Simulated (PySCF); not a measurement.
# Hartree-Fock beside MP2: BCFH2

Calculated results; nothing here was measured. The program is PySCF 2.14.0, an open-source quantum chemistry code, run on an isolated molecule that a program drew, which may never have been made. The molecule is BCFH2 (charge 0, singlet), drawn as the SMILES string `C=BF`.

The geometry was optimised and harmonic frequencies were computed with HF and MP2, all in the cc-pVDZ basis, for the commonest isotopes, with a restricted reference for singlets and an unrestricted one otherwise, and a frozen core in MP2. Each result is a local minimum of its method.

Geometry at the HF minimum:
```xyz
5
BCFH2, angstrom
C    -0.2585   -1.0104   -1.1686
B    -0.6693   -0.0546   -2.0755
F    -1.0518    0.8355   -2.9198
H     0.7922   -1.2121   -1.0028
H    -0.9752   -1.5865   -0.5972
```

Lengths of the bonds as drawn, in Å (atoms numbered as above):
| bond | HF | MP2 |
|---|---|---|
| C1-B2 | 1.380 | 1.398 |
| B2-F3 | 1.285 | 1.304 |
| C1-H4 | 1.083 | 1.093 |
| C1-H5 | 1.083 | 1.093 |

Rotational constants, in GHz:
```
constant     HF    MP2
       A  292.5  285.2
       B   8.22  8.007
       C  7.996  7.788
```

Harmonic frequencies in cm^-1, each column in rising order, so a row needn't be the same motion in every method:
```
rank    HF   MP2
   1   335   299
   2   431   370
   3   723   582
   4   836   774
   5   955   907
   6  1444     ?
   7  1873  1794
   8  3314  3223
   9  3404  3326
```

**Estimate the missing MP2 frequency from the HF column.**

A single factor s that minimises the squared misfit of MP2 against s times HF over the other rows is sum(HF x MP2) / sum(HF^2) = 0.9666, with an rms misfit of 50 cm^-1. For rank 6 it gives 0.9666 x 1444 = 1396 cm^-1. The calculation gives 1330 cm^-1, 66 cm^-1 below the estimate. The drawn bonds are on average 1.2 % longer in MP2 than in HF.
